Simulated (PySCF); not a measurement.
## [Pb(SH)3(NH3)]+ at several levels of theory

Computed with PySCF 2.14.0 (density fitting, no spin-orbit coupling) at the geometry relaxed with PBE0:

```xyz
11
[Pb(SH)3(NH3)]+ (singlet)
Pb   -0.0633   -0.1677    0.2035
S     1.0616    1.6587    1.4270
H     2.2865    1.1010    1.2703
S    -2.0503   -1.2425    1.1997
H    -1.8607   -0.6408    2.3981
S     1.2708   -1.4785   -1.4074
H     0.5036   -2.5835   -1.2439
N    -1.2027    1.3209   -1.3177
H    -2.2206    1.2650   -1.2203
H    -0.9263    2.2913   -1.1395
H    -0.9728    1.1124   -2.2937
```

```
level                                                           basis    state  HOMO (eV)  gap (eV)  charge on Pb1 (e)  dipole about the centre of mass (D)  largest force component (eV/Å)
 PBE0      Pb def2-SVP with ECP60, S def2-SVP, H def2-SVP, N def2-SVP  singlet     -11.89      4.16               0.66                                 4.01                            0.06
 BP86                                                        the same  singlet     -10.69      2.15               0.55                                 4.08                            0.47
 PBE0  Pb def2-TZVP with ECP60, S def2-TZVP, H def2-TZVP, N def2-TZVP  singlet     -11.93      4.17               0.79                                 3.99                            0.33
```

Charges are Mulliken's, which hang on the basis. The relaxation used the grid (50, 194), these runs (75, 302) or, all-electron (x2c bases, spin-free X2C Hamiltonian), (99, 590).

What does CAM-B3LYP with Pb def2-SVP with ECP60, S def2-SVP, H def2-SVP, N def2-SVP give here?

state singlet, HOMO (eV) -13.14, gap (eV) 6.44, charge on Pb1 (e) 0.61, dipole about the centre of mass (D) 4.01, largest force component (eV/Å) 0.08. Time: 13 s on 2 threads of Arm Neoverse V1, with other jobs on the host, from an already converged density.

In the first row's basis the gap widens with exact exchange: 2.2 eV for BP86 (none); 4.2 eV for PBE0 (a fixed share); 6.4 eV for CAM-B3LYP (rising or full at long range).

No frequency check is given that shows the relaxed geometry to be a minimum.
